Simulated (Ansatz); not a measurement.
**Two structures, one formula**

The two ends of one reaction step of C2H10Ge, closed shell (PBE0-D4/def2-TZVP).

A:

```
13
angstrom
Ge -0.0854 -1.6758 -0.4028
C 0.6816 1.6684 1.5528
H -0.2935 -3.0842 -0.9895
H -0.7879 -1.6095 0.9651
C -0.8109 -0.3250 -1.6118
H 1.2380 1.6961 0.6160
H 1.4228 -1.4550 -0.1893
H 0.9919 2.5016 2.1826
H -0.3860 1.7476 1.3482
H 0.8834 0.7288 2.0663
H -0.6609 0.6723 -1.1976
H -1.8795 -0.4855 -1.7592
H -0.3136 -0.3798 -2.5808
```

B:

Ge1  (-0.583, -0.677, 0.453)
C2  (0.090, 0.839, 1.486)
H3  (0.481, -1.796, 0.423)
H4  (-1.846, -1.248, 1.132)
C5  (-1.009, -0.130, -1.374)
H6  (2.886, 0.137, -1.157)
H7  (2.592, -0.469, -0.835)
H8  (0.995, 1.239, 1.025)
H9  (-0.659, 1.632, 1.525)
H10  (0.327, 0.536, 2.507)
H11  (-1.770, 0.653, -1.366)
H12  (-1.387, -0.974, -1.952)
H13  (-0.118, 0.258, -1.869)
(Å)

Program: Ansatz 0.2.0. Basis: def2-TZVPP. Cores are frozen in the correlated methods. Filled d shells of the heavier atoms are correlated. The def2 sets are not built for correlating such inner shells, so the correlated values are less sure here. B3LYP uses VWN-RPA correlation.

(1) Which structure is lower at CCSD(T), and by how much? (Judge from chemistry; the value comes from the calculation.)

No T1 diagnostic of these runs exceeds 0.010.

Results:

(1) Computed: A, by 9.35 kcal/mol (electronic energy, against the other). By their contacts, A is a complex of CH₆Ge ([CH3][GeH3]) + CH₄ and B is a complex of C₂H₈Ge ([CH3][GeH2][CH3]) + H₂.

All methods give the same order:

| method | E(B) − E(A) (kcal/mol) |
| --- | --- |
| SPW92 | 9.99 |
| PBE-D4 | 9.51 |
| BLYP-D4 | 9.94 |
| r2SCAN-D4 | 10.00 |
| B97M-V | 12.29 |
| PBE0-D4 | 10.10 |
| B3LYP-D4 | 10.62 |
| r2SCAN0-D4 | 10.36 |
| BHLYP-D4 | 11.49 |
| CAM-B3LYP-D4 | 11.25 |
| wB97X-V | 10.20 |
| wB97M-V | 9.91 |
| B2PLYP | 10.47 |
| PBE-QIDH | 9.68 |
| RPA on PBE | 9.29 |
| HF | 14.01 |
| MP2 | 7.95 |
| CCSD | 10.15 |
| CCSD(T) | 9.35 |

Labels in which every atom is bracketed show which atoms are joined, not bond orders.

For scale, one of the runs: CCSD(T)/def2-TZVPP, 250 basis functions, launched by `ansatz run in.yaml --threads 8 --pin off --events-out ev --progress --plain --max-ram 19148MiB`. The run took 18 s on 8 CPU threads of an Intel Xeon 6975P-C (shared host), with 5.8 GiB of host memory at its peak.
